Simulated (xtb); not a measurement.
Input file for xtb: GFN2-xTB on BrH2NSi (SMILES N[Si]Br), a point of a torsion scan.

```
$ xtb mol.xyz --gfn 2 --opt vtight --chrg 0 --uhf 0 --input xcontrol
5

N     -0.77042278     0.00650301    -0.03724089
Si     0.68468637    -0.82765019    -0.43335620
Br     2.45182968     0.55932066    -0.41238975
H     -0.88274837     0.99248142    -0.26633983
H     -1.52330356    -0.47114169     0.45604881
$constrain
  force constant=1.0
  dihedral: 4,1,2,3,30.0
$end
```

Program output:

```
[...]
           -------------------------------------------------
          |                Calculation Setup                |
           -------------------------------------------------



           -------------------------------------------------
          |                 G F N 2 - x T B                 |
           -------------------------------------------------

        Reference                      10.1021/acs.jctc.8b01176
      * Hamiltonian:
        H0-scaling (s, p, d)           1.850000    2.230000    2.230000
        zeta-weighting                 0.500000
      * Dispersion:
        s8                             2.700000
        a1                             0.520000
        a2                             5.000000
        s9                             5.000000
      * Repulsion:
        kExp                           1.500000    1.000000
        rExp                           1.000000
      * Coulomb:
        alpha                          2.000000
        third order                    shell-resolved
        anisotropic                    true
        a3                             3.000000
        a5                             4.000000
        cn-shift                       1.200000
        cn-exp                         4.000000
        max-rad                        5.000000


          ...................................................
          :                      SETUP                      :
          :.................................................:
          :  # basis functions                  26          :
          :  # atomic orbitals                  24          :
          :  # shells                           10          :
          :  # electrons                        18          :
          :  max. iterations                   250          :
          :  Hamiltonian                  GFN2-xTB          :
          :  restarted?                      false          :
          :  GBSA solvation                  false          :
          :  PC potential                    false          :
          :  electronic temp.          300.0000000     K    :
          :  accuracy                    1.0000000          :
          :  -> integral cutoff          0.2500000E+02      :
          :  -> integral neglect         0.1000000E-07      :
          :  -> SCF convergence          0.1000000E-05 Eh   :
          :  -> wf. convergence          0.1000000E-03 e    :
          :  Broyden damping             0.4000000          :
          :  net charge                          0          :
          :  unpaired electrons                  0          :
          ...................................................

 iter      E             dE          RMSdq      gap      omega  full diag
   1     -9.7894259 -0.978943E+01  0.928E+00    2.68       0.0  T
   2     -9.8144483 -0.250223E-01  0.600E+00    2.77       1.0  T
   3     -9.8203339 -0.588560E-02  0.457E+00    2.53       1.0  T
   4     -9.8237122 -0.337836E-02  0.234E+00    2.68       1.0  T
   5     -9.8241413 -0.429022E-03  0.794E-01    2.68       1.0  T
   6     -9.8241895 -0.482433E-04  0.387E-01    2.77       1.0  T
   7     -9.8241066  0.828503E-04  0.494E-01    2.70       1.0  T
   8     -9.8243459 -0.239215E-03  0.253E-01    2.72       1.0  T
   9     -9.8244908 -0.144945E-03  0.659E-02    2.74       1.0  T
  10     -9.8244925 -0.168574E-05  0.384E-02    2.75       1.2  T
  11     -9.8244957 -0.322295E-05  0.354E-03    2.75      12.6  T
  12     -9.8244957 -0.364434E-08  0.204E-03    2.75      21.9  T
  13     -9.8244957 -0.358762E-09  0.118E-03    2.75      37.8  T
  14     -9.8244957 -0.155736E-08  0.193E-04    2.75     231.3  T
  15     -9.8244957  0.144205E-10  0.101E-04    2.75     444.1  T

   *** convergence criteria satisfied after 15 iterations ***

         #    Occupation            Energy/Eh            Energy/eV
      -------------------------------------------------------------
         1        2.0000           -0.8184931             -22.2723
       ...           ...                  ...                  ...
         3        2.0000           -0.5698009             -15.5051
         4        2.0000           -0.5331434             -14.5076
         5        2.0000           -0.4500380             -12.2462
         6        2.0000           -0.4146094             -11.2821
         7        2.0000           -0.4004793             -10.8976
         8        2.0000           -0.3968759             -10.7995
         9        2.0000           -0.3513274              -9.5601 (HOMO)
        10                         -0.2504005              -6.8137 (LUMO)
        11                         -0.1735214              -4.7218
        12                         -0.1590647              -4.3284
        13                         -0.0488984              -1.3306
        14                         -0.0258182              -0.7025
       ...                                ...                  ...
        24                
[...]
00           -0.4192383             -11.4081
         7        2.0000           -0.3915415             -10.6544
         8        2.0000           -0.3892616             -10.5923
         9        2.0000           -0.3618612              -9.8467 (HOMO)
        10                         -0.2532356              -6.8909 (LUMO)
        11                         -0.1959819              -5.3329
        12                         -0.1481112              -4.0303
        13                         -0.0408972              -1.1129
        14                         -0.0097859              -0.2663
       ...                                ...                  ...
        24                          0.7677052              20.8903
      -------------------------------------------------------------
                  HL-Gap            0.1086257 Eh            2.9559 eV
             Fermi-level           -0.3075484 Eh           -8.3688 eV

 SCC (total)                   0 d,  0 h,  0 min,  0.005 sec
 SCC setup                      ...        0 min,  0.000 sec (  1.980%)
 Dispersion                     ...        0 min,  0.000 sec (  0.501%)
 classical contributions        ...        0 min,  0.000 sec (  0.200%)
 integral evaluation            ...        0 min,  0.001 sec ( 30.708%)
 iterations                     ...        0 min,  0.001 sec ( 23.524%)
 molecular gradient             ...        0 min,  0.002 sec ( 38.152%)
 printout                       ...        0 min,  0.000 sec (  3.734%)

         :::::::::::::::::::::::::::::::::::::::::::::::::::::
         ::                     SUMMARY                     ::
         :::::::::::::::::::::::::::::::::::::::::::::::::::::
         :: total energy              -9.774750123186 Eh    ::
         :: gradient norm              0.000137800873 Eh/a0 ::
         :: HOMO-LUMO gap              2.955854581083 eV    ::
         ::.................................................::
         :: SCC energy                -9.834736394322 Eh    ::
         :: -> isotropic ES            0.026274299962 Eh    ::
         :: -> anisotropic ES          0.000276110078 Eh    ::
         :: -> anisotropic XC         -0.007171211209 Eh    ::
         :: -> dispersion             -0.002794223976 Eh    ::
         :: repulsion energy           0.059968320767 Eh    ::
         :: add. restraining           0.000017950369 Eh    ::
         :: total charge               0.000000000000 e     ::
         :::::::::::::::::::::::::::::::::::::::::::::::::::::

           -------------------------------------------------
          |                Property Printout                |
           -------------------------------------------------

    * Orbital Energies and Occupations

         #    Occupation            Energy/Eh            Energy/eV
      -------------------------------------------------------------
         1        2.0000           -0.8111310             -22.0720
         2        2.0000           -0.6643214             -18.0771
         3        2.0000           -0.5762074             -15.6794
         4        2.0000           -0.5315414             -14.4640
         5        2.0000           -0.4450763             -12.1111
         6        2.0000           -0.4192383             -11.4081
         7        2.0000           -0.3915415             -10.6544
         8        2.0000           -0.3892616             -10.5923
         9        2.0000           -0.3618612              -9.8467 (HOMO)
        10                         -0.2532356              -6.8909 (LUMO)
        11                         -0.1959819              -5.3329
        12                         -0.1481112              -4.0303
        13                         -0.0408972              -1.1129
        14                         -0.0097859              -0.2663
        15                          0.0013091               0.0356
        16                          0.0393765               1.0715
        17                          0.0668630               1.8194
        18                          0.0758006               2.0626
        19                          0.1067760               2.9055
        20                          0.1207702               3.2863
       ...                                ...                  ...
        24                          0.7677052              20.8903
      -------------------------------------------------------------
                  HL-Gap            0.1086257 Eh            2.9559 eV
             Fermi-level           -0.3075484 Eh           -8.3688 eV

     #   Z          covCN         q      C6AA      α(0)
     1   7 N        2.549    -0.388    30.054     8.142
     2  14 Si       1.643     0.436   183.739    28.828
     3  35 Br       0.831    -0.350   194.688    22.496
     4   1 H        0.860     0.168     1.282     1.774
     5   1 H        0.861     0.133     1.521     1.932

 Mol. C6AA /au·bohr⁶  :       1222.541785
 Mol. C8AA /au·bohr⁸  :      65944.273449
 Mol. α(0) /au        :         63.171979


Wiberg/Mayer (AO) data.
largest (>0.10) Wiberg bond orders for each atom
Note: The following floating-point exceptions are signalling: IEEE_DENORMAL
normal termination of xtb

 ---------------------------------------------------------------------------
     #   Z sym  total        # sym  WBO       # sym  WBO       # sym  WBO
 ---------------------------------------------------------------------------
     1   7 N    3.266 --     2 Si   1.314     5 H    0.974     4 H    0.945
     2  14 Si   2.494 --     1 N    1.314     3 Br   1.155
     3  35 Br   1.196 --     2 Si   1.155
     4   1 H    0.972 --     1 N    0.945
     5   1 H    0.982 --     1 N    0.974
 ---------------------------------------------------------------------------

Topologies differ in total number of bonds
Writing topology from bond orders to xtbtopo.mol

molecular dipole:
                 x           y           z       tot (Debye)
 q only:       -1.097      -1.042      -0.060
   full:       -1.877      -0.910       0.040       5.304
molecular quadrupole (traceless):
                xx          xy          yy          xz          yz          zz
 q only:       -5.661      -4.506       4.053       1.161       1.158       1.608
  q+dip:       -8.144      -7.332       3.787       2.332       0.987       4.357
   full:       -7.547      -6.774       2.022       2.500       0.272       5.525

           -------------------------------------------------
          |                Geometry Summary                 |
           -------------------------------------------------

      molecular mass/u    :      124.0116112
   center of mass at/Å    :        1.5096352       0.1992597      -0.3574858
  moments of inertia/u·Å² :        0.2761898E+02   0.1788757E+03   0.2061672E+03
rotational constants/cm⁻¹ :        0.6103642E+00   0.9424216E-01   0.8176682E-01

 * 3 selected distances

     #   Z          #   Z                                           value/Å
     1   7 N        2  14 Si                                      1.7098945 (max)
     1   7 N        4   1 H                                       1.0109022
     1   7 N        5   1 H                                       1.0066232 (min)

 * 2 distinct bonds (by element types)

   Z      Z             #   av. dist./Å        max./Å        min./Å
   1 H    7 N           2     1.0087627     1.0109022     1.0066232
   7 N   14 Si          1     1.7098945     1.7098945     1.7098945


optimized geometry written to: xtbopt.xyz


           -------------------------------------------------
          | TOTAL ENERGY               -9.774750123186 Eh   |
          | GRADIENT NORM               0.000137800873 Eh/α |
          | HOMO-LUMO GAP               2.955854581083 eV   |
           -------------------------------------------------

------------------------------------------------------------------------
------------------------------------------------------------------------
 total:
 SCF:
 ANC optimizer:
```

The run finished.

Warnings raised: the energy holds the restraint's term.

Cost: roughly 0.10 core-seconds.
